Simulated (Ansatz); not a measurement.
Reaction (formal exchange of groups at a C–C bond): `BC[CH2][GaH2]` + `[SiH3][GeH3]` → `B[CH2][GeH2][SiH3]` + `[CH3][GaH2]`

Program: Ansatz. Geometries: PBE0-D4/def2-TZVP. ΔE: electronic, gas phase. CBS: MP2 limit from def2 TZ/QZ plus the TZ coupled-cluster correction, frozen cores. Functionals use def2-TZVPP. For Ga, Ge outer-core shells are correlated without core-valence functions, which leaves a few kJ/mol of doubt a bond. Scalar relativity is left out up to krypton. One conformer a species, not always the lowest.

`BC[CH2][GaH2]`:

Cartesian coordinates in Å:
```
B -1.305 -0.716 -0.406
C -0.422 0.421 -0.950
C 1.009 0.444 -0.403
Ga 0.855 -0.153 1.487
H -2.300 -1.130 -0.921
H -1.026 -1.194 0.683
H -0.500 0.585 -2.031
H -0.994 1.270 -0.511
H 1.634 -0.260 -0.958
H 1.472 1.429 -0.502
H -0.003 0.736 2.468
H 1.581 -1.433 2.043
```

`[SiH3][GeH3]`:

Cartesian coordinates in Å:
```
Si -0.493 -0.626 0.897
Ge 0.484 0.614 -0.881
H -0.408 -2.083 0.611
H -1.923 -0.251 1.058
H 0.222 -0.345 2.170
H 1.966 0.240 -1.050
H 0.395 2.124 -0.599
H -0.242 0.326 -2.205
```

`B[CH2][GeH2][SiH3]`:

Z-matrix (Å, degrees):
```
Ge
C 1 2.022
B 1 2.585 2 35.9
Si 1 2.391 2 115.2 3 -25.3
H 1 1.537 2 107.8 3 98.1
H 1 1.539 2 106.1 3 -144.8
H 2 1.089 1 105.4 3 120.7
H 2 1.089 1 104.3 3 -121.0
H 3 1.200 1 108.3 2 -114.7
H 3 1.200 1 104.3 2 118.0
H 4 1.488 1 107.7 2 180.0
H 4 1.484 1 111.7 2 60.4
H 4 1.485 1 110.0 2 -61.6
```

`[CH3][GaH2]`:

```xyz
7

C    -0.311    0.616   -0.585
Ga    0.393   -0.723    0.671
H    -1.187    1.096   -0.136
H     0.416    1.396   -0.813
H    -0.645    0.151   -1.515
H    -0.304   -2.129    0.798
H     1.638   -0.408    1.580
```

```tsv
level	ΔE (kJ/mol)
r2SCAN-D4	-61.1
ωB97X-V	-55.7
SCS-MP2/def2-QZVPP	-62.8
HF/CBS(def2)	-51.5
```

Q: What does CCSD(T)/CBS give? (Estimate.)

A: Ansatz gave: -61.5 kJ/mol. The listed levels differ from it by 0.4, 5.8, -1.3, 10.0 kJ/mol.

Largest T1 diagnostic among the species: 0.012.

In def2-TZVPP, CCSD(T) changes the Hartree–Fock value by −9.5 kJ/mol (the triples alone add −2.2 kJ/mol) and MP2 by −15.5 kJ/mol.

CCSD(T)/CBS has its own doubt, a few kJ/mol and more with outer-core shells, so smaller differences from it don't rank the levels.
